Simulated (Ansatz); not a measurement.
Computed with Ansatz on PBE0-D4/def2-TZVP structures; ΔE is electronic, products minus reactants. CCSD(T)/CBS adds triple-zeta CCSD(T) − MP2 to the extrapolated MP2 energy (def2 sets, frozen cores). This one scheme is used for every species, atoms too. Functionals use def2-TZVPP. B3LYP here is the variant with VWN-RPA as its local correlation; programs differ in this. HSE06 is defined as in plane-wave codes. Open shells (•) are unrestricted, without spin–orbit coupling. Spin–orbit coupling would lower the free atoms: a little for Cl. One conformer a species, not always the lowest.

Consider the hydrogen abstraction from the Si–H bond: `C=C[SiH2]Cl` + Cl• → `C=C[SiH]Cl`• + HCl.

`C=C[SiH2]Cl`:

Z-matrix (Å, degrees):
```
Si
C 1 1.848
Cl 1 2.061 2 110.3
H 1 1.483 2 111.9 3 118.2
H 1 1.483 2 109.2 3 -118.9
C 2 1.330 1 121.7 3 118.7
H 2 1.088 1 119.5 3 -61.9
H 6 1.087 2 121.7 1 -1.0
H 6 1.086 2 122.2 1 179.1
```

`C=C[SiH]Cl`•:

Cartesian coordinates in Å:
```
C -0.121 0.011 1.373
C 0.583 -0.013 0.239
Si -0.171 -0.504 -1.367
Cl 0.563 0.638 -2.916
H -1.190 -0.188 1.389
H 0.337 0.236 2.331
H 1.651 0.188 0.275
H -1.653 -0.368 -1.324
```

HCl:

Cartesian coordinates in Å:
```
Cl 0.222 -0.593 -0.087
H -0.222 0.593 0.087
```

| level | ΔE (kJ/mol) | difference from CCSD(T)/CBS |
| --- | --- | --- |
| LDA (SPW92) | -95.3 | -51.4 |
| PBE-D4 | -74.5 | -30.6 |
| revPBE-D4 | -69.8 | -25.9 |
| BLYP-D4 | -57.9 | -14.0 |
| B97M-V | -59.0 | -15.1 |
| PBE0-D4 | -60.5 | -16.6 |
| B3LYP-D4 | -48.7 | -4.8 |
| r2SCAN0-D4 | -55.9 | -12.0 |
| HSE06-D4 | -61.0 | -17.1 |
| BHLYP-D4 | -30.9 | 13.0 |
| ωB97X-V | -41.4 | 2.5 |
| ωB97M-V | -44.6 | -0.7 |
| B2PLYP | -44.4 | -0.5 |
| PBE-QIDH | -48.7 | -4.8 |
| PBE | -74.6 | -30.7 |
| revPBE | -70.0 | -26.1 |
| BLYP | -57.9 | -14.0 |
| r2SCAN | -66.5 | -22.6 |
| PBE0 | -60.6 | -16.7 |
| B3LYP | -48.8 | -4.9 |
| r2SCANh | -62.2 | -18.3 |
| r2SCAN0 | -56.1 | -12.2 |
| HSE06 | -61.1 | -17.2 |
| BHLYP | -30.7 | 13.2 |
| CAM-B3LYP | -42.8 | 1.1 |
| LC-ωPBE | -48.0 | -4.1 |
| RPA@PBE/def2-TZVPP | -17.9 | 26.0 |
| HF/def2-SVP | 2.7 | 46.6 |
| MP2/def2-SVP | -15.9 | 28.0 |
| CCSD(T)/def2-SVP | -25.1 | 18.8 |
| HF/def2-TZVPP | -3.7 | 40.2 |
| MP2/def2-TZVPP | -34.0 | 9.9 |
| SCS-MP2/def2-TZVPP | -19.0 | 24.9 |
| CCSD/def2-TZVPP | -33.0 | 10.9 |
| CCSD(T)/def2-TZVPP | -38.6 | 5.3 |
| HF/def2-QZVPP | -4.4 | 39.5 |
| MP2/def2-QZVPP | -37.2 | 6.7 |
| HF/CBS(def2) | -4.5 | 39.4 |
| MP2/CBS(def2) | -39.2 | 4.7 |
| CCSD/CBS(def2) | -38.2 | 5.7 |
| CCSD(T)/CBS | -43.9 | 0 |

(1) What do rigid-rotor, harmonic-oscillator terms from PBE0-D4/def2-TZVP frequencies (298.15 K, 1 bar) make of the CCSD(T)/CBS value? (Best estimate.)

Largest T1 diagnostic among the species: 0.026.

Results:

(1) The calculation gave: ΔZPE = -7.0 kJ/mol, ΔH = -48.7 kJ/mol, ΔS = 22 J/(mol·K), ΔG = -55.4 kJ/mol. Open shells count their whole term as degenerate.

In def2-TZVPP, CCSD(T) changes the Hartree–Fock value by −34.9 kJ/mol (the triples alone add −5.6 kJ/mol) and MP2 by −30.2 kJ/mol. From PBE to PBE0 (25 % exact exchange), in def2-TZVPP and without D4, ΔE moves by +14.0 kJ/mol.

CCSD(T)/CBS has its own doubt, a few kJ/mol and more with outer-core shells, so smaller differences from it don't rank the levels.
